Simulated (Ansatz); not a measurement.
Ansatz (a quantum-chemistry and plane-wave program) input:

Ansatz 0.2 input:
```yaml
crystal:
  periodic: [false, false, false]
  atoms:
    - {symbol: Y, position_ang: [0.09753654, -0.12750269, 0.30952963]}
    - {symbol: O, position_ang: [1.31815386, -0.07351263, -1.29181942]}
    - {symbol: F, position_ang: [-1.59435064, 0.61785622, -0.19301114]}
basis:
  gaussian:
    orbitals: def2-SVPD
total_charge: 1
magnetization: {spin_polarized: true, initial_magnetization: 1}
correlation: {method: ccsd_t, electrons: outside_noble_gas}
output: {forces: true}
```

What final total energy does it print?

-212.30527 Eh (CCSD(T)/def2-SVPD). The basis has 80 functions.

The spin state was set by rule; other spins were not relaxed.
